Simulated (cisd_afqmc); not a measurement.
Input (AFQMC/CISD/cc-pV(T+d)Z; cisd_afqmc is a phaseless AFQMC code with CISD trial states that reads the integrals written by Ansatz): A basis named .json is the Basis Set Exchange file of that set.

Ansatz 0.2 input:
```python
import cisd_afqmc

open("ham.yaml", "w").write("""\
crystal:
  periodic: [false, false, false]
  atoms:
    - {symbol: C, position_ang: [-2.16417092, -0.07391745, -0.58926349]}
    - {symbol: C, position_ang: [-1.04227579, -0.62474298, -0.14520765]}
    - {symbol: C, position_ang: [0.30643424, -0.25733767, -0.64844816]}
    - {symbol: Cl, position_ang: [1.33172267, 0.43689008, 0.68659224]}
    - {symbol: H, position_ang: [-2.15374398, 0.70139473, -1.34671262]}
    - {symbol: H, position_ang: [-3.13189444, -0.37862625, -0.21323417]}
    - {symbol: H, position_ang: [-1.07212031, -1.39033369, 0.62280953]}
    - {symbol: H, position_ang: [0.25937529, 0.49867176, -1.42783544]}
    - {symbol: H, position_ang: [0.85917275, -1.12224920, -1.00957950]}
basis:
  gaussian:
    orbitals: cc-pV_T+d_Z.json
magnetization: {spin_polarized: false}
correlation: {method: ccsd, electrons: outside_noble_gas, hamiltonian_folder: ham}
""")
rep = cisd_afqmc.ansatz("ham.yaml")
e_ccsd = rep["correlation"]["coupled_cluster"]["energy"]["hartree"]
out = cisd_afqmc.run("ham", e_ccsd, trial="CISD", walkers=1000, populations=1, threads=12, dt=0.005, steps=40, early=24, settle=10, least=100,
    cut=5e-5, rank_cut=2e-4, target=0.0004, seconds=1500, seed=4, memory=62639, gpu=True)
```

Output:

```
orbitals 191, occupied [12], factors 1090 of 1140, rank of the doubles 628 of 2148
E(HF) = -576.053782
E(CCSD) on the cut factors = -576.784673, shift to the whole factors -0.000012
Energy of the trial state on the determinant = -576.784637
  tau behind 7.2 of longer steps, mean of the populations' last blocks
   2.0  -576.81775
   4.0  -576.81906
   6.0  -576.81690
   8.0  -576.81873
  10.0  -576.81838
  12.0  -576.81918
  14.0  -576.81531
  16.0  -576.81940
  18.0  -576.81820
  20.0  -576.81846
  22.0  -576.81964
  24.0  -576.82192
  26.0  -576.82244
  28.0  -576.81749
  30.0  -576.82242
  32.0  -576.81754
  34.0  -576.81790
  36.0  -576.81698
  38.0  -576.81678
  40.0  -576.81726
  42.0  -576.81830
  44.0  -576.81758
  46.0  -576.82513
  48.0  -576.82323
  50.0  -576.81859
  52.0  -576.82268
  54.0  -576.81592
  56.0  -576.82176
  58.0  -576.81820
  60.0  -576.81878
  62.0  -576.81824
  64.0  -576.81801
  66.0  -576.81699
  68.0  -576.81553
  70.0  -576.81493
  72.0  -576.82112
  74.0  -576.82020
  76.0  -576.81692
  78.0  -576.81754
  80.0  -576.81935
  82.0  -576.81834
blocks 400 (0 outliers left out), error by blocks joined: 1: 0.00018, 2: 0.00023, 4: 0.00029, 8: 0.00033, 16: 0.00039
E(AFQMC/CISD) = -576.81878 +/- 0.00039
```
